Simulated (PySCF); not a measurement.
**Magnetic susceptibility: SMILES C(=C/O[SiH2]O)/Cl, C2H5ClO2Si**

Geometry:
```json
{"atom": "O1", "x (Å)": "1.607", "y (Å)": "-1.906", "z (Å)": "-0.574"}
{"atom": "Si2", "x (Å)": "1.601", "y (Å)": "-0.345", "z (Å)": "-0.128"}
{"atom": "O3", "x (Å)": "0.115", "y (Å)": "0.178", "z (Å)": "0.310"}
{"atom": "C4", "x (Å)": "-1.082", "y (Å)": "-0.408", "z (Å)": "0.376"}
{"atom": "C5", "x (Å)": "-2.175", "y (Å)": "0.194", "z (Å)": "0.831"}
{"atom": "Cl6", "x (Å)": "-2.163", "y (Å)": "1.818", "z (Å)": "1.397"}
{"atom": "H7", "x (Å)": "1.656", "y (Å)": "-2.636", "z (Å)": "0.037"}
{"atom": "H8", "x (Å)": "2.418", "y (Å)": "-0.097", "z (Å)": "1.050"}
{"atom": "H9", "x (Å)": "1.940", "y (Å)": "0.330", "z (Å)": "-1.367"}
{"atom": "H10", "x (Å)": "-1.144", "y (Å)": "-1.434", "z (Å)": "0.025"}
{"atom": "H11", "x (Å)": "-3.131", "y (Å)": "-0.295", "z (Å)": "0.872"}
```

Computed, not measured: GIAO PBE/pcSseg-1 magnetisability, rotational g tensor and spin-rotation constants, non-relativistic, gas phase in PySCF. Geometry: GFN2-xTB, dihedral held. The dihedral O1–Si2–O3–C4 is held at 0°.

Problem. How diamagnetic is it, and how anisotropic?

Solution. Isotropic -1049 × 10⁻³⁰ J/T², or -63.2 × 10⁻⁶ cm³/mol; principal values -1105, -1044, -998 × 10⁻³⁰ J/T², anisotropy 93 × 10⁻³⁰ J/T² (root of half the summed squared differences of the principal values). The susceptibility is in cgs units.

Problem. Split it along the inertial axes a, b, c into diamagnetic and paramagnetic parts about the centre of mass, with the quadrupole moment.

Solution. 
| axis | χ (10⁻⁶ cm³/mol) | diamagnetic (10⁻⁶ cm³/mol) | paramagnetic (10⁻⁶ cm³/mol) | summed x² of all electrons (Å²) | quadrupole Θ (D Å) |
| --- | --- | --- | --- | --- | --- |
| a | -61.6 | -250.5 | 188.9 | 291.8 | -2.00 |
| b | -61.4 | -1298.5 | 1237.1 | 44.8 | +4.53 |
| c | -66.5 | -1427.7 | 1361.2 | 14.3 | -2.53 |

Anisotropies 2χaa − χbb − χcc = +4.8 and 2χbb − χaa − χcc = +5.3 × 10⁻⁶ cm³/mol. Θ is traceless in Buckingham's convention.

Problem. And the rotational g tensor?

Solution. 
```tsv
axis	rotational constant (GHz)	g	nuclear part	electronic part
a	8.0624	-0.0869	0.6287	-0.7156
b	0.9201	-0.0117	0.5231	-0.5347
c	0.8366	-0.0070	0.5281	-0.5350
```
Asymmetric top; isotopes 12C, 35Cl, 1H, 16O, 28Si; no vibrational averaging.
